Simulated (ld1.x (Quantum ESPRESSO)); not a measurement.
What one change does to a pseudopotential (La, RRKJ)

ld1.x (Quantum ESPRESSO) 7.5 input, shortened:

```
&input
   title='La', zed=57., rel=2, dft='PZ', iswitch=3,
   config='[Xe] 4f0 5d1.5 6s1.5 6p0', rel_dist='average'
 /
 &inputp
   pseudotype=2, tm=.false., rho0=0.01, lloc=0,
   nlcc=.true., rcore=1.30
 /
4
6P  2  1   0.00   0.00  4.05  4.05  0.0
5D  3  2   1.50   0.00  3.05  3.05  0.0
4F  4  3   0.00   0.00  1.35  1.35  0.0
6S  1  0   1.50   0.00  4.20  4.20  0.0
 &test
   configts(1)='4f0 5d1.5 6s1.5 6p0'
 /
```

Open shells are filled in proportion to 2j + 1 (rel_dist='average').

Change: wave 6s (bound): rc 4.20 bohr becomes 6s (bound): rc 4.76 bohr.

Cutoffs: the cutoffs (Ry, on a coarse ladder) from which the occupation-weighted sum of valence levels, in a spherical-Bessel basis at the reference potential, stays within 10 and 1 mRy of its value at 400 Ry; they do not see the model core or the augmentation charge, which bear on the density cutoff. Errors are all-electron minus pseudo energies relative to the spin-unpolarised reference configuration.

Question: Predict the effect on cutoff, ghosts and configuration errors.

Answer: Both files are so soft that the ladder of cutoffs tells neither apart; of the 7 tests that both files solve, the error grows in 1 and shrinks in 5 by more than 15 % and 0.3 meV (median size 19.8 → 14.8 meV); neither file shows a bound ghost at the reference potential, the only one tested.

```csv
quantity,base,changed
"cutoff, loose",10 Ry,10 Ry
"cutoff, tight",12 Ry,12 Ry
bound ghosts,none,none
"error for 4f0 5d1 6s2 6p0, meV [ΔE -0.36 eV]",-13,-8.0
"error for 4f0 5d1 6s1 6p0, meV [ΔE 5.80 eV]",-20,-15
"error for 4f0 5d1 6s0 6p0, meV [ΔE 16.95 eV]",-91,-120
"error for 4f1 5d0 6s1 6p0, meV [ΔE 6.01 eV]",-869,-855
"error for 4f0 5d2 6s1 6p0, meV [ΔE 0.47 eV]",-11,-7.5
"error for 4f0 5d1 6s1.5 6p0, meV [ΔE 2.12 eV]",-13,-7.7
"error for 4f0 5d2 6s0 6p0, meV [ΔE 5.95 eV]",-24,-18
```

Base: The cutoffs count occupied waves only; the empty 4f level needs 110 Ry at the loose tolerance. These tests converged, but a pseudo level misses the all-electron one widely, so the file describes the atom poorly there or has found another state: 4f1 5d0 6s1 6p0: 4f by 2.0 eV. Changed file: The cutoffs count occupied waves only; the empty 4f level needs 110 Ry at the loose tolerance. These tests converged, but a pseudo level misses the all-electron one widely, so the file describes the atom poorly there or has found another state: 4f1 5d0 6s1 6p0: 4f by 1.9 eV.
